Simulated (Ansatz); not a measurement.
CH7FOSi2 can be A, `FC([SiH3])O[SiH3]`, or B, `FCO[SiH2][SiH3]`.

Program: Ansatz. Geometries: PBE0-D4/def2-TZVP. ΔE: electronic, gas phase. CBS: MP2 limit from def2 TZ/QZ plus the TZ coupled-cluster correction, frozen cores. Functionals use def2-TZVPP. B3LYP here is the variant with VWN-RPA as its local correlation; programs differ in this. One conformer a species, not always the lowest.

A:

```xyz
12

F    -1.365    0.688   -0.807
C    -0.411   -0.249   -0.409
Si   -1.281   -1.644    0.570
O     0.524    0.362    0.400
Si    1.514    1.598   -0.107
H     0.053   -0.601   -1.342
H    -0.263   -2.659    0.938
H    -2.318   -2.262   -0.294
H    -1.894   -1.054    1.784
H     0.817    2.905   -0.069
H     2.659    1.603    0.832
H     1.964    1.312   -1.496
```

B:

Z-matrix (Å, degrees):
```
C
O 1 1.368
F 1 1.379 2 110.6
H 1 1.098 2 112.0 3 118.7
H 1 1.092 2 108.8 3 -118.0
Si 2 1.667 1 124.2 3 -60.4
Si 6 2.349 2 111.9 1 -39.4
H 6 1.486 2 110.7 1 83.3
H 6 1.484 2 104.8 1 -159.6
H 7 1.488 6 111.0 2 -56.1
H 7 1.488 6 108.1 2 -175.3
H 7 1.487 6 111.5 2 65.1
```

(1) Which is lower in electronic energy at CCSD(T)/CBS, and by how much? (Best estimate.)

(2) Give E(B) − E(A) in kJ/mol with B3LYP, CCSD(T)/def2-TZVPP, B2PLYP, CCSD/def2-TZVPP, PBE0-D4, MP2/def2-TZVPP, HF/def2-TZVPP. (Best estimate.)

Largest T1 diagnostic: 0.013.

Results:

(1) The calculation gave: B, by 25.0 kJ/mol.

(2) The calculation gave: B3LYP -23.6, CCSD(T)/def2-TZVPP -25.8, B2PLYP -22.4, CCSD/def2-TZVPP -25.4, PBE0-D4 -35.7, MP2/def2-TZVPP -21.7, HF/def2-TZVPP -20.6. None reverses the order clearly.
